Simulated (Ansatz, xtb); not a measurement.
**BClFHNO−: 4 structures ranked**

4 gas-phase structures of BClFHNO−, found in a search over its isomers (lower ones may exist). Each was relaxed with GFN2-xTB; where two conformers were screened, the lower at r2SCAN-D4/def2-SVPD is listed:

A. `[O-]NB(F)Cl`, a singlet
B. `O/N=[B-](\F)Cl`, a singlet
C. `O/N=[B-](/F)Cl`, a singlet
D. `F[B@-]1(Cl)NO1`, a singlet

Problem. Which do you expect lowest at r2SCAN-D4/def2-SVPD, and how would the others follow?

Solution. Calculated order at r2SCAN-D4/def2-SVPD: D (0.0), A (18.5), B (23.2), C (23.6) kcal/mol. Less than 1 kcal/mol parts B and C, so the order within that pair means little.

Energies above the lowest of each column, in kcal/mol; the last columns are at B3LYP-D3(BJ)/def2-SVPD geometries and were run for some of them only (a dash: not run or not comparable):

```json
{"structure": "D", "GFN2-xTB": "0.0", "HF/STO-3G": "0.0", "r2SCAN-D4/def2-SVPD": "0.0", "B3LYP-D3(BJ)/def2-SVPD": "0.0", "CCSD(T)/def2-SVPD + ΔMP2/def2-TZVPPD": "0.0"}
{"structure": "A", "GFN2-xTB": "25.4", "HF/STO-3G": "67.5", "r2SCAN-D4/def2-SVPD": "18.5", "B3LYP-D3(BJ)/def2-SVPD": "17.8", "CCSD(T)/def2-SVPD + ΔMP2/def2-TZVPPD": "24.5"}
{"structure": "B", "GFN2-xTB": "21.1", "HF/STO-3G": "37.0", "r2SCAN-D4/def2-SVPD": "23.2", "B3LYP-D3(BJ)/def2-SVPD": "–", "CCSD(T)/def2-SVPD + ΔMP2/def2-TZVPPD": "–"}
{"structure": "C", "GFN2-xTB": "22.5", "HF/STO-3G": "33.6", "r2SCAN-D4/def2-SVPD": "23.6", "B3LYP-D3(BJ)/def2-SVPD": "–", "CCSD(T)/def2-SVPD + ΔMP2/def2-TZVPPD": "–"}
```

Every level run on D puts it lowest or level with the lowest. Flexible structures stand in one conformer each, not always the lowest. Frequencies (B3LYP-D3(BJ)/def2-SVPD) were run for A, D alone. ΔMP2 is the change of the MP2 energy from the smaller to the larger basis.

Over these structures GFN2-xTB departs from r2SCAN-D4/def2-SVPD by 3.0 kcal/mol on average once a common shift is removed. A GFN2-xTB relaxation took about 0.05 s and the r2SCAN-D4/def2-SVPD energy about 1.9 s on a shared host (Ansatz 0.2.0, xtb 6.7.1).
